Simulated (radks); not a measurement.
Results of a calculation; reference values are marked as such.
Charge is removed step by step from the 5d level of Ce, starting from [Xe] 4f1 5d1 6s2. Code: a radial shooting solver on a logarithmic mesh with Libxc functionals. Model: scalar-relativistic Kohn-Sham, PBEsol, spin-unpolarised, spherical densities, finite nucleus; Fermi nuclear charge, rms radius 4.8771 fm.

removed (e)  E - E(0) (eV)  eigenvalue (eV)  E minus straight line (eV)
0                    0.000           -3.074                       0.000
0.25                 0.965           -4.662                      -0.642
0.5                  2.341           -6.361                      -0.873
0.75                 4.154           -8.156                      -0.666
1                    6.426          -10.039                       0.000

Removing the whole electron costs 6.426 eV by Delta-SCF, against 3.074 eV from minus the eigenvalue at the starting occupation. Slater's transition state (half an electron removed) gives 6.361 eV. Integrating minus the eigenvalue over the occupation (Janak's theorem) gives 6.426 eV. In this scalar-relativistic scheme the density is built from large components alone, so the theorem holds only approximately. The mean slope of the eigenvalue, de/dn, is 6.97 eV per electron.
